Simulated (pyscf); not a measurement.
Optimised with ωB97X-D3(BJ)/def2-SVP in PySCF.

**Question.** Estimate by transition-state theory (the high-pressure limit) the rate constant of H₃Si–Si(SiH₃)=Si(SiH₃)–SiH₃ + H₃Ge–GeH₃ → H₃Si–SiH(SiH₃)–Si(SiH₃)(SiH₃)–GeH₂–GeH₃ (singlet surface; Ge–H broken, Ge–Si, H–Si formed) at 1200 K, with ωB97M-D3(BJ)/def2-TZVP energies (ideal gas, 1 atm, RRHO with modes under 100 cm⁻¹ raised to 100, one conformer, R ln 2 for chiral ones without a mode under 150 cm⁻¹; no tunnelling).

**Answer.** The electronic barrier is 13.4 kcal/mol and the thermal terms add +55.4, so ΔG‡ = 68.8 kcal/mol. With k_BT/h = 2.50e+13 s⁻¹ and RT = 2.385 kcal/mol, and a volume of 1.64e-19 cm³ per molecule at 1 atm, k = 1.2e-18 cm³ molecule⁻¹ s⁻¹. The product is born with the 62 kcal/mol of the reverse barrier and needs collisions to keep. Wigner's tunnelling factor for 250i cm⁻¹ would be 1.00. A shift of 1 kcal/mol in the barrier changes k by a factor 1.5. On the reactant side the descent ends in an adduct with a Si–Si, H–Si contact, 2.2 kcal/mol under the separated species and 11.5 kcal/mol under the saddle at ωB97X-D3(BJ)/def2-TZVP. At the saddle there is also a short Ge–Si contact that neither side keeps. At ωB97X-D3(BJ)/def2-TZVP the barrier from the zero used here is 9.3 kcal/mol. H₃Si–Si(SiH₃)=Si(SiH₃)–SiH₃ lies 24.1 kcal/mol over its isomer cyclic H₁₂Si₆ (SMILES [SiH3][SiH2][SiH]1[SiH2][SiH2][SiH2]1) (electronic energy, ωB97M-D3(BJ)/def2-TZVP). One saddle was located; it need not be the lowest between these sides. Elements up to Kr have no core potential and no relativistic terms here.
